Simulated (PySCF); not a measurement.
Species: C₅H₈BN.
Bonds: C1–B2, B2–N3, N3–C4 (aromatic), C4–C5 (aromatic), C5–C6 (aromatic), C6–C7 (aromatic), N3–C7 (aromatic). Hydrogens: H8, H9, H10 on C1; H11 on B2; H12 on C4; H13 on C5; H14 on C6; H15 on C7.

Computed with PySCF at PBE0/def2-SVPD, non-relativistic, on one gas-phase PBE0-D3(BJ)/def2-SVP geometry that isn't relaxed in the solvent. The solvent is an IEF-PCM continuum (Bondi radii, 1.10 Å for H, scaled by 1.2), and excitations are vertical TDDFT with non-equilibrium linear response and a frozen core. Only the electrostatic response of the medium enters.

Gas-phase singlets (H = HOMO, L = LUMO):

| state | E (eV) | λ (nm) | f | leading configurations |
| --- | --- | --- | --- | --- |
| S1 | 4.440 | 279 | 0.010 | H→L 98% |
| S2 | 5.708 | 217 | 0.243 | H-1→L 90% |
| S3 | 6.095 | 203 | 0.000 | H→L+1 94% |
| S4 | 6.513 | 190 | 0.000 | H-2→L 98% |
| S5 | 6.790 | 183 | 0.016 | H→L+3 94% |

How does the list change in dichloromethane (ε = 8.93)?

```csv
state,E (eV),λ (nm),f,leading configurations,change by rank (eV)
S1,4.527,274,0.016,H→L 98%,+0.087
S2,5.699,218,0.324,H-1→L 92%,-0.009
S3,6.177,201,0.000,H→L+1 92%,+0.082
S4,6.448,192,0.000,H-2→L 98%,-0.065
S5,6.810,182,0.196,H→L+2 94%,+0.020
```

The ground-state energy changes by -0.103 eV from gas to dichloromethane. By how much does the total energy of gas-phase S1 change?

E(S1) = E(S0) + excitation energy, so it changes by -0.103 + 0.087 = -0.016 eV: it is lowered less than the ground state, which is what a blue shift means. This is the vertical state, with the slow part of the continuum still set for S0.

How do the frontier levels move from gas to dichloromethane?

| orbital | gas (eV) | solvent (eV) | change (eV) | Löwdin shares, gas | Löwdin shares, solvent |
| --- | --- | --- | --- | --- | --- |
| LUMO+2 | 1.23 | 1.23 | 0.00 | N3 20 %, C4 16 %, B2 14 %, C7 10 % | N3 20 %, C4 16 %, B2 15 %, C5 10 % |
| LUMO+1 | 0.64 | 0.73 | +0.09 | B2 43 %, C1 12 %, H8 7 %, H9 6 % | B2 46 %, C1 9 %, C7 6 %, H8 6 % |
| LUMO | -1.03 | -0.98 | +0.05 | B2 36 %, N3 10 %, C1 10 %, C4 8 % | B2 36 %, N3 10 %, C1 10 %, C4 8 % |
| HOMO | -6.45 | -6.50 | -0.05 | C7 27 %, C4 27 %, C5 16 %, C6 15 % | C7 27 %, C4 27 %, C5 16 %, C6 15 % |
| HOMO-1 | -7.59 | -7.64 | -0.05 | N3 26 %, C6 24 %, C5 24 %, C7 7 % | N3 26 %, C6 24 %, C5 24 %, C7 7 % |
| HOMO-2 | -9.23 | -9.13 | +0.10 | B2 32 %, C1 24 %, H11 22 %, N3 5 % | B2 32 %, C1 26 %, H11 21 %, H10 5 % |
| HOMO-3 | -10.40 | -10.28 | +0.12 | C1 32 %, B2 17 %, H8 16 %, N3 12 % | C1 34 %, H8 17 %, B2 16 %, N3 11 % |

The HOMO–LUMO gap goes from 5.42 to 5.51 eV.

Conformer computed: `[CH3:1][BH:2][n:3]1[cH:4][cH:5][cH:6][cH:7]1`: C1–B2–N3–C4 -178°.
